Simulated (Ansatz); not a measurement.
The same path of BBrHO (4 atoms, charge 0, multiplicity 2) was run twice with different band settings. The coordinate that changes most is the dihedral H4–O1–B2–Br3.

All numbers below come from UKS LDA/def2-SVP (Ansatz 0.2.0).

Relaxed end points:

```xyz
4
Properties=species:S:1:pos:R:3
O 0.155 0.569 -0.590
B -0.297 -0.202 0.393
Br 0.610 -1.772 0.944
H -0.413 1.344 -0.767
```

```xyz
4
Properties=species:S:1:pos:R:3
O -0.477 0.839 -0.304
B -0.519 -0.170 0.546
Br 0.764 -1.578 0.663
H 0.288 0.849 -0.926
```

Common settings: spring 5.0 eV/Å²; optimiser quadratic models (default); start path through a guess of the saddle point; force threshold 0.05 eV/Å; iteration limit 60; end points relaxed.

| run | movable images | climbing image |
| --- | --- | --- |
| 1 | 7 | yes |
| 2 | 2 | no |

(1) What does each run give, and how far can it be trusted?

## Answers

(1) Run 1: converged after 15 iterations, highest image 0.382 eV above the first end. A vibrational analysis at the climbing image gives one clearly imaginary mode, 649i cm⁻¹: a first-order saddle point.
Run 2: converged after 9 iterations, highest image 0.285 eV above the first end. No image climbed, so the highest image needn't sit at the top of the path. So few images can step over the top or miss a turn of the path.
